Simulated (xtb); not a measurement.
S₂, triplet, geometry from GFN2-xTB. Base run: GFN0-xTB run with xtb.

Input for xtb:
```
$ xtb mol.xyz --gfn 0 --uhf 2 --json

# file mol.xyz
2

S     -0.00000000    -0.00000000    -0.95002097
S      0.00000000     0.00000000     0.95002097
```

Variants of this job, named by their change:

```json
[
 {"change": "base", "ΔE vs base (kcal/mol)": "0.000"},
 {"change": "etemp = 10", "ΔE vs base (kcal/mol)": "0.000"},
 {"change": "etemp = 5000", "ΔE vs base (kcal/mol)": "-2.39"},
 {"change": "acc = 0.0001", "ΔE vs base (kcal/mol)": "0.000"}
]
```
